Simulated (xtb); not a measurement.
C₂H₅S, charge -1, singlet, from a rough starting geometry; GFN2-xTB (xtb 6.7.1).

Here is a job for xtb.
```
$ xtb mol.xyz --gfn 2 --chrg -1 --opt vtight --json

# file mol.xyz
8

C      1.05213941     0.20876546     0.07446987
C     -0.54912272     0.43815547     0.15110999
S     -1.25684552    -1.26710698     0.09140960
H     -2.55588631    -0.83892044     0.11107536
H     -0.85123636     0.92734291    -0.76008496
H      1.46541737     1.23625258     0.11336237
H      1.37776077    -0.25590259     0.96830854
H      1.33708209    -0.29867197    -0.81573292
```

The log (banner, timings and long lists left out):

```
   ID    Z sym.   atoms
    1    6 C      1, 2
    2   16 S      3
    3    1 H      4-8

           -------------------------------------------------
          |                Calculation Setup                |
           -------------------------------------------------

           -------------------------------------------------
          |                 G F N 2 - x T B                 |
           -------------------------------------------------

          ...................................................
          :                      SETUP                      :
          :.................................................:
          :  # basis functions                  23          :
          :  # atomic orbitals                  22          :
          :  # shells                           12          :
          :  # electrons                        20          :
          :  max. iterations                   250          :
          :  Hamiltonian                  GFN2-xTB          :
          :  restarted?                      false          :
          :  GBSA solvation                  false          :
          :  PC potential                    false          :
          :  electronic temp.          300.0000000     K    :
          :  accuracy                    1.0000000          :
          :  -> integral cutoff          0.2500000E+02      :
          :  -> integral neglect         0.1000000E-07      :
          :  -> SCF convergence          0.1000000E-05 Eh   :
          :  -> wf. convergence          0.1000000E-03 e    :
          :  Broyden damping             0.4000000          :
          :  net charge                         -1          :
          :  unpaired electrons                  0          :
          ...................................................

 iter      E             dE          RMSdq      gap      omega  full diag
   1    -10.2424674 -0.102425E+02  0.553E+00    2.82       0.0  T
   2    -10.2768705 -0.344031E-01  0.291E+00    2.93       1.0  T
   3    -10.2777092 -0.838717E-03  0.115E+00    2.97       1.0  T
   4    -10.2781494 -0.440193E-03  0.503E-01    2.79       1.0  T
   5    -10.2784272 -0.277780E-03  0.229E-01    2.85       1.0  T
   6    -10.2784356 -0.841359E-05  0.481E-02    2.86       1.0  T
   7    -10.2784334  0.223845E-05  0.330E-02    2.87       1.1  T
   8    -10.2784371 -0.372819E-05  0.548E-03    2.86       6.5  T
   9    -10.2784371 -0.281018E-07  0.123E-03    2.86      28.7  T
  10    -10.2784371 -0.826164E-09  0.458E-04    2.86      77.2  T
  11    -10.2784371 -0.141341E-09  0.122E-04    2.86     289.7  T

   *** convergence criteria satisfied after 11 iterations ***

         :::::::::::::::::::::::::::::::::::::::::::::::::::::
         ::                     SUMMARY                     ::
         :::::::::::::::::::::::::::::::::::::::::::::::::::::
         :: total energy             -10.182897645208 Eh    ::
         :: gradient norm              0.091831144707 Eh/a0 ::
         :: HOMO-LUMO gap              2.863551844124 eV    ::
         ::.................................................::
         :: SCC energy               -10.278436720656 Eh    ::
         :: -> isotropic ES            0.126911844794 Eh    ::
         :: -> anisotropic ES         -0.000239795774 Eh    ::
         :: -> anisotropic XC          0.005148574340 Eh    ::
         :: -> dispersion             -0.004460018419 Eh    ::
         :: repulsion energy           0.095539075448 Eh    ::
         :: add. restraining           0.000000000000 Eh    ::
         :: total charge              -1.000000000000 e     ::
         :::::::::::::::::::::::::::::::::::::::::::::::::::::

      -----------------------------------------------------------
     |                   =====================                   |
     |                        A N C O P T                        |
     |                   =====================                   |
     |               Approximate Normal Coordinate               |
     |                Rational Function Optimizer                |
      -----------------------------------------------------------
      -----------------------------------------------------------
     |                   =====================                   |
     |                        A N C O P T                        |
     |                   =====================                   |
     |               Approximate Normal Coordinate               |
     |                Rational Function Optimizer                |
      -----------------------------------------------------------

          ...................................................
          :                      SETUP                      :
          :.................................................:
          :   optimization level         verytight          :
          :   max. optcycles                   200          :
          :   ANC micro-cycles                  20          :
          :   degrees of freedom                18          :
          :.................................................:
          :   RF solver                   davidson          :
          :   write xtbopt.log                true          :
          :   linear?                        false          :
          :   energy convergence         0.1000000E-06 Eh   :
          :   grad. convergence          0.2000000E-03 Eh/α :
          :   maxmium RF displ.          1.0000000          :
          :   Hlow (freq-cutoff)         0.1000000E-01      :
          :   Hmax (freq-cutoff)         5.0000000          :
          :   S6 in model hess.         20.0000000          :
          ...................................................

generating ANC from exact Hessian ...
Using Lindh-Hessian (1995)
 Shifting diagonal of input Hessian by    6.6804630974812342E-003
 Lowest  eigenvalues of input Hessian
    0.000000    0.000000    0.000000    0.000000    0.000000    0.000000
[...]
 * total energy  :   -10.1967482 Eh     change       -0.1161524E-03 Eh
 * total energy  :   -10.1969100 Eh     change       -0.1618019E-03 Eh
 * total energy  :   -10.1970240 Eh     change       -0.1140087E-03 Eh
 * total energy  :   -10.1971438 Eh     change       -0.1198539E-03 Eh
 * total energy  :   -10.1972492 Eh     change       -0.1053762E-03 Eh
 * total energy  :   -10.1973512 Eh     change       -0.1019694E-03 Eh
 * total energy  :   -10.1974181 Eh     change       -0.6692141E-04 Eh
 * total energy  :   -10.1974502 Eh     change       -0.3210416E-04 Eh
 * total energy  :   -10.1974546 Eh     change       -0.4373019E-05 Eh
 * total energy  :   -10.1974562 Eh     change       -0.1584414E-05 Eh
 * total energy  :   -10.1974567 Eh     change       -0.5685514E-06 Eh
 * total energy  :   -10.1974569 Eh     change       -0.1902468E-06 Eh
 * total energy  :   -10.1974570 Eh     change       -0.3289936E-07 Eh
   *** GEOMETRY OPTIMIZATION CONVERGED AFTER 25 ITERATIONS ***
[...]
          ...................................................

 iter      E             dE          RMSdq      gap      omega  full diag
   1    -10.2864368 -0.102864E+02  0.433E-05    3.50       0.0  T
   2    -10.2864368 -0.234479E-12  0.267E-05    3.50    1326.6  T
   3    -10.2864368 -0.426326E-13  0.665E-06    3.50    5315.2  T

   *** convergence criteria satisfied after 3 iterations ***

         :::::::::::::::::::::::::::::::::::::::::::::::::::::
         ::                     SUMMARY                     ::
         :::::::::::::::::::::::::::::::::::::::::::::::::::::
         :: total energy             -10.197456961961 Eh    ::
         :: gradient norm              0.000051223937 Eh/a0 ::
         :: HOMO-LUMO gap              3.503840675763 eV    ::
         ::.................................................::
         :: SCC energy               -10.286436081383 Eh    ::
         :: -> isotropic ES            0.124707597231 Eh    ::
         :: -> anisotropic ES         -0.000836236969 Eh    ::
         :: -> anisotropic XC          0.004214972245 Eh    ::
         :: -> dispersion             -0.004538680559 Eh    ::
         :: repulsion energy           0.088979119423 Eh    ::
         :: add. restraining           0.000000000000 Eh    ::
         :: total charge              -1.000000000000 e     ::
         :::::::::::::::::::::::::::::::::::::::::::::::::::::

           -------------------------------------------------
          |                Property Printout                |
           -------------------------------------------------

    * Orbital Energies and Occupations

         #    Occupation            Energy/Eh            Energy/eV
      -------------------------------------------------------------
         1        2.0000           -0.4780602             -13.0087
         2        2.0000           -0.3926825             -10.6854
         3        2.0000           -0.3205227              -8.7219
         4        2.0000           -0.2882134              -7.8427
         5        2.0000           -0.2870581              -7.8112
         6        2.0000           -0.2671607              -7.2698
         7        2.0000           -0.2257559              -6.1431
         8        2.0000           -0.2025044              -5.5104
         9        2.0000           -0.1510071              -4.1091
        10        2.0000           -0.0882026              -2.4001 (HOMO)
        11                          0.0405612               1.1037 (LUMO)
        12                          0.0978749               2.6633
        13                          0.1947872               5.3004
        14                          0.2173675               5.9149
        15                          0.2210646               6.0155
        16                          0.3381844               9.2025
        17                          0.3451083               9.3909
        18                          0.3581666               9.7462
        19                          0.4206922              11.4476
        20                          0.4480701              12.1926
        21                          0.4621034              12.5745
        22                          0.7162542              19.4903
      -------------------------------------------------------------
                  HL-Gap            0.1287638 Eh            3.5038 eV
             Fermi-level           -0.0238207 Eh           -0.6482 eV

     #   Z          covCN         q      C6AA      α(0)
     1   6 C        3.788    -0.033    21.169     6.553
     2   6 C        2.864    -0.188    32.934     9.407
     3  16 S        1.935    -0.590   168.077    21.820
     4   1 H        0.921     0.086     1.916     2.165
     5   1 H        0.921    -0.116     6.149     3.878
     6   1 H        0.923    -0.057     4.280     3.235
     7   1 H        0.924    -0.041     3.881     3.081
     8   1 H        0.922    -0.062     4.387     3.276

 Mol. C6AA /au·bohr⁶  :       1105.666019
 Mol. C8AA /au·bohr⁸  :      32697.110250
 Mol. α(0) /au        :         53.414598

Wiberg/Mayer (AO) data.
largest (>0.10) Wiberg bond orders for each atom

 ---------------------------------------------------------------------------
     #   Z sym  total        # sym  WBO       # sym  WBO       # sym  WBO
 ---------------------------------------------------------------------------
     1   6 C    3.959 --     2 C    1.007     7 H    0.988     6 H    0.982
                             8 H    0.973
     2   6 C    3.114 --     3 S    1.104     1 C    1.007     5 H    0.960
     3  16 S    2.107 --     2 C    1.104     4 H    0.961
     4   1 H    0.993 --     3 S    0.961
     5   1 H    0.987 --     2 C    0.960
     6   1 H    0.997 --     1 C    0.982
     7   1 H    0.998 --     1 C    0.988
     8   1 H    0.996 --     1 C    0.973
 ---------------------------------------------------------------------------

Topologies differ in total number of bonds
Writing topology from bond orders to xtbtopo.mol

molecular dipole:
                 x           y           z       tot (Debye)
 q only:        1.200       0.445       0.833
   full:        1.803       0.538       0.663       5.070
molecular quadrupole (traceless):
                xx          xy          yy          xz          yz          zz
 q only:       -2.944      -3.219       0.109      -3.288      -1.112       2.835
  q+dip:       -3.550      -4.434      -1.192      -3.858      -2.887       4.742
   full:       -3.532      -3.895      -1.150      -3.995      -3.047       4.682

optimized geometry written to: xtbopt.xyz

           -------------------------------------------------
          | TOTAL ENERGY              -10.197456961961 Eh   |
          | GRADIENT NORM               0.000051223937 Eh/α |
          | HOMO-LUMO GAP               3.503840675763 eV   |
           -------------------------------------------------

normal termination of xtb
```
